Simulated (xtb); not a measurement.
These are GFN2-xTB in xtb 6.7.1 values and carry that method's errors.

```
xtb start.xyz --ohess tight --gfn 2 --chrg 0 --uhf 0 --iterations 400

# start.xyz
14

B     -2.006237    -1.332712    -0.021485
C     -0.572682    -0.746057    -0.016704
N      0.540138    -1.490975    -0.134037
C      1.791974    -0.959404    -0.127921
C      1.918738     0.406763     0.005035
C      0.808591     1.246222     0.131798
C     -0.438518     0.620888     0.116047
O     -1.560445     1.419082     0.239092
H     -2.891145    -0.941231    -0.708070
H     -2.362818    -2.052918     0.856227
H      2.672727    -1.602308    -0.226169
H      2.895661     0.871866     0.014877
H      0.912712     2.322159     0.236350
H     -1.708697     2.238626    -0.365039
```

Output:

```
[...]
eigval :       88.19   140.28   239.44   264.90   389.42   410.32
eigval :      473.19   496.77   501.44   565.36   702.74   753.48
eigval :      792.55   820.60   821.95   861.43   898.63   916.95
eigval :     1090.24  1105.31  1143.20  1156.45  1197.63  1234.50
eigval :     1279.28  1295.47  1417.20  1428.84  1532.28  1572.11
eigval :     2670.79  2719.13  3028.82  3054.96  3087.65  3479.64
           -------------------------------------------------
          |                Property Printout                |
           -------------------------------------------------

    * Orbital Energies and Occupations

         #    Occupation            Energy/Eh            Energy/eV
      -------------------------------------------------------------
         1        2.0000           -0.7238134             -19.6960
       ...           ...                  ...                  ...
         8        2.0000           -0.5469208             -14.8825
         9        2.0000           -0.5389196             -14.6647
        10        2.0000           -0.5254933             -14.2994
        11        2.0000           -0.5024350             -13.6720
        12        2.0000           -0.4917728             -13.3818
        13        2.0000           -0.4897770             -13.3275
        14        2.0000           -0.4794402             -13.0462
        15        2.0000           -0.4655774             -12.6690
        16        2.0000           -0.4357676             -11.8578
        17        2.0000           -0.4195658             -11.4170
        18        2.0000           -0.4151027             -11.2955
        19        2.0000           -0.3991471             -10.8613
        20        2.0000           -0.3600025              -9.7962 (HOMO)
        21                         -0.2858466              -7.7783 (LUMO)
        22                         -0.2370764              -6.4512
        23                         -0.1962696              -5.3408
        24                         -0.0953727              -2.5952
        25                          0.0609571               1.6587
        26                          0.1083454               2.9482
        27                          0.1422389               3.8705
        28                          0.1518947               4.1333
        29                          0.1846345               5.0242
        30                          0.2105643               5.7297
        31                          0.2944251               8.0117
       ...                                ...                  ...
        38                          0.6303823              17.1536
      -------------------------------------------------------------
                  HL-Gap            0.0741559 Eh            2.0179 eV
             Fermi-level           -0.3229246 Eh           -8.7872 eV

     #   Z          covCN         q      C6AA      α(0)
     1   5 B        2.786     0.229    17.875     7.068
     2   6 C        2.854    -0.002    28.063     8.683
     3   7 N        1.840    -0.211    26.437     7.620
     4   6 C        2.890     0.047    26.951     8.511
     5   6 C        2.913    -0.034    28.850     8.808
     6   6 C        2.921    -0.054    29.349     8.884
     7   6 C        2.842     0.143    24.888     8.176
     8   8 O        1.660    -0.376    20.393     6.096
     9   1 H        0.940    -0.076     4.789     3.421
    10   1 H        0.941    -0.071     4.647     3.370
    11   1 H        0.925     0.039     2.458     2.452
    12   1 H        0.926     0.038     2.476     2.461
    13   1 H        0.925     0.026     2.645     2.543
    14   1 H        0.805     0.303     0.711     1.324

 Mol. C6AA /au·bohr⁶  :       2500.968266
 Mol. C8AA /au·bohr⁸  :      60781.069014
 Mol. α(0) /au        :         79.417052

Wiberg/Mayer (AO) data.
largest (>0.10) Wiberg bond orders for each atom

 ---------------------------------------------------------------------------
     #   Z sym  total        # sym  WBO       # sym  WBO       # sym  WBO
 ---------------------------------------------------------------------------
     1   5 B    3.164 --     2 C    1.049    10 H    0.985     9 H    0.984
     2   6 C    3.943 --     3 N    1.386     7 C    1.294     1 B    1.049
                             5 C    0.106
     3   7 N    3.071 --     4 C    1.482     2 C    1.386
     4   6 C    3.985 --     3 N    1.482     5 C    1.382    11 H    0.963
     5   6 C    3.991 --     6 C    1.466     4 C    1.382    12 H    0.970
                             2 C    0.106
     6   6 C    3.991 --     5 C    1.466     7 C    1.367    13 H    0.964
     7   6 C    3.931 --     6 C    1.367     2 C    1.294     8 O    1.100
     8   8 O    2.157 --     7 C    1.100    14 H    0.884
     9   1 H    0.994 --     1 B    0.984
    10   1 H    0.995 --     1 B    0.985
    11   1 H    0.998 --     4 C    0.963
    12   1 H    0.998 --     5 C    0.970
    13   1 H    0.999 --     6 C    0.964
    14   1 H    0.908 --     8 O    0.884
 ---------------------------------------------------------------------------

Topologies differ in total number of bonds
Writing topology from bond orders to xtbtopo.mol

molecular dipole:
                 x           y           z       tot (Debye)
 q only:        0.258       0.772      -0.026
   full:        0.626       1.487      -0.050       4.102
molecular quadrupole (traceless):
                xx          xy          yy          xz          yz          zz
 q only:       -0.962      -0.383       2.401       0.003      -0.107      -1.440
  q+dip:       -0.692      -0.488       4.106       0.051      -0.272      -3.414
   full:       -2.312      -0.664       1.729      -0.040       0.023       0.584

           -------------------------------------------------
          |                Geometry Summary                 |
           -------------------------------------------------

      molecular mass/u    :      106.9184602
   center of mass at/Å    :       -0.0191360      -0.0201999       0.0026335
  moments of inertia/u·Å² :        0.1522855E+03   0.2100750E+03   0.3623530E+03
rotational constants/cm⁻¹ :        0.1106976E+00   0.8024577E-01   0.4652267E-01

 * 14 selected distances

     #   Z          #   Z                                           value/Å
     1   5 B        2   6 C                                       1.5529477 (max)
     2   6 C        3   7 N                                       1.3385964
     3   7 N        4   6 C                                       1.3129735
     4   6 C        5   6 C                                       1.3915705
     5   6 C        6   6 C                                       1.3802053
     2   6 C        7   6 C                                       1.4165214
     6   6 C        7   6 C                                       1.3940543
     7   6 C        8   8 O                                       1.3504894
     1   5 B        9   1 H                                       1.1662657
     1   5 B       10   1 H                                       1.1652307
     4   6 C       11   1 H                                       1.0822446
     5   6 C       12   1 H                                       1.0793530
     6   6 C       13   1 H                                       1.0843033
     8   8 O       14   1 H                                       0.9666558 (min)

 * 7 distinct bonds (by element types)

   Z      Z             #   av. dist./Å        max./Å        min./Å
   1 H    5 B           2     1.1657482     1.1662657     1.1652307
   1 H    6 C           3     1.0819670     1.0843033     1.0793530
   5 B    6 C           1     1.5529477     1.5529477     1.5529477
   6 C    6 C           4     1.3955879     1.4165214     1.3802053
   6 C    7 N           2     1.3257849     1.3385964     1.3129735
   1 H    8 O           1     0.9666558     0.9666558     0.9666558
   6 C    8 O           1     1.3504894     1.3504894     1.3504894

           -------------------------------------------------
          |               Frequency Printout                |
           -------------------------------------------------
 projected vibrational frequencies (cm⁻¹)
eigval :       -0.00    -0.00     0.00     0.00     0.00     0.00
eigval :       88.19   140.28   239.44   264.90   389.42   410.32
eigval :      473.19   496.77   501.44   565.36   702.74   753.48
Molecule has no symmetry elements
It seems to be the C1 point group
eigval :      792.55   820.60   821.95   861.43   898.63   916.95
eigval :     1090.24  1105.31  1143.20  1156.45  1197.63  1234.50
eigval :     1279.28  1295.47  1417.20  1428.84  1532.28  1572.11
eigval :     2670.79  2719.13  3028.82  3054.96  3087.65  3479.64
 reduced masses (amu)
   1: 11.23   2: 11.31   3: 11.04   4: 11.74   5: 11.78   6: 12.90   7:  5.37   8:  6.40
   9: 10.48  10:  9.24  11:  8.04  12: 10.72  13:  4.07  14: 10.71  15: 12.23  16: 11.90
  17: 10.39  18:  9.83  19:  4.65  20:  5.25  21:  4.90  22: 11.67  23:  4.02  24:  3.65
  25:  8.12  26:  6.31  27:  3.55  28:  2.22  29:  5.48  30:  7.52  31:  9.00  32: 10.72
  33: 10.12  34: 10.01  35: 11.38  36: 11.89  37:  1.42  38:  2.16  39:  1.81  40:  1.79
  41:  1.87  42:  1.86
 IR intensities (km·mol⁻¹)
   1:  1.47   2:  1.55   3:  0.79   4:  0.58   5:  0.30   6:  1.97   7:  2.34   8:  0.63
   9:  0.90  10:  2.01  11: 19.74  12:  5.05  13:121.32  14: 19.47  15:  7.78  16:  6.74
  17: 15.50  18:  4.78  19: 62.23  20: 37.23  21: 75.97  22: 16.17  23:  1.72  24:  0.22
  25: 66.62  26:  9.92  27: 83.16  28: 29.64  29:  6.19  30:108.74  31:199.99  32:  1.32
  33: 87.32  34: 69.22  35: 10.06  36: 65.31  37:103.39  38:102.19  39: 51.24  40: 28.13
  41: 36.08  42: 24.38
 Raman intensities (Ä⁴*amu⁻¹)
   1:  0.00   2:  0.00   3:  0.00   4:  0.00   5:  0.00   6:  0.00   7:  0.00   8:  0.00
   9:  0.00  10:  0.00  11:  0.00  12:  0.00  13:  0.00  14:  0.00  15:  0.00  16:  0.00
  17:  0.00  18:  0.00  19:  0.00  20:  0.00  21:  0.00  22:  0.00  23:  0.00  24:  0.00
  25:  0.00  26:  0.00  27:  0.00  28:  0.00  29:  0.00  30:  0.00  31:  0.00  32:  0.00
  33:  0.00  34:  0.00  35:  0.00  36:  0.00  37:  0.00  38:  0.00  39:  0.00  40:  0.00
  41:  0.00  42:  0.00
 output can be read by thermo (or use thermo option).
 writing <g98.out> molden fake output.
 recommended (thermochemical) frequency scaling factor: 1.0
           -------------------------------------------------
          |             Thermodynamic Functions             |
           -------------------------------------------------

c1  symmetry found (for desy threshold:  0.10E+00) used in thermo

          ...................................................
          :                      SETUP                      :
          :.................................................:
          :  # frequencies                          36      :
          :  # imaginary freq.                       0      :
          :  linear?                             false      :
          :  only rotor calc.                    false      :
          :  symmetry                               c1      :
          :  rotational number                       1      :
          :  scaling factor                  1.0000000      :
          :  rotor cutoff                   50.0000000 cm⁻¹ :
          :  imag. cutoff                  -20.0000000 cm⁻¹ :
          :.................................................:

    mode    ω/cm⁻¹     T·S(HO)/kcal·mol⁻¹    T·S(FR)/kcal·mol⁻¹   T·S(vib)
   ------------------------------------------------------------------------
       1     88.19    -1.10310 ( 90.64%)    -0.88821 (  9.36%)    -1.08297
       2    140.28    -0.83485 ( 98.41%)    -0.75080 (  1.59%)    -0.83351
       3    239.44    -0.53876 ( 99.81%)    -0.59246 (  0.19%)    -0.53886
       4    264.90    -0.48576 ( 99.87%)    -0.56254 (  0.13%)    -0.48586
   ------------------------------------------------------------------------

   temp. (K)  partition function   enthalpy   heat capacity  entropy
                                   cal/mol     cal/K/mol   cal/K/mol   J/K/mol
 298.15  VIB   28.4                 2914.274     22.191     16.351
         ROT  0.260E+06              888.752      2.981     27.760
         INT  0.738E+07             3803.026     25.172     44.110
         TR   0.107E+28             1481.254      4.968     39.899
         TOT                        5284.2798    30.1398    84.0097   351.4967

       T/K    H(0)-H(T)+PV         H(T)/Eh          T*S/Eh         G(T)/Eh
   ------------------------------------------------------------------------
    298.15    0.842104E-02    0.107820E+00    0.399157E-01    0.679044E-01
   ------------------------------------------------------------------------

         :::::::::::::::::::::::::::::::::::::::::::::::::::::
         ::                  THERMODYNAMIC                  ::
         :::::::::::::::::::::::::::::::::::::::::::::::::::::
         :: total free energy         -21.888536345599 Eh   ::
         ::.................................................::
         :: total energy              -21.956440754604 Eh   ::
         :: zero point energy           0.099399105292 Eh   ::
         :: G(RRHO) w/o ZPVE           -0.031494696287 Eh   ::
         :: G(RRHO) contrib.            0.067904409006 Eh   ::
         :::::::::::::::::::::::::::::::::::::::::::::::::::::

optimized geometry written to: xtbopt.xyz

           -------------------------------------------------
          | TOTAL ENERGY              -21.956440754604 Eh   |
          | TOTAL ENTHALPY            -21.848620613437 Eh   |
          | TOTAL FREE ENERGY         -21.888536345599 Eh   |
          | GRADIENT NORM               0.000150531899 Eh/α |
          | HOMO-LUMO GAP               2.017884155985 eV   |
           -------------------------------------------------

------------------------------------------------------------------------
```

Cost: about 0.9 core-seconds (a rough figure).
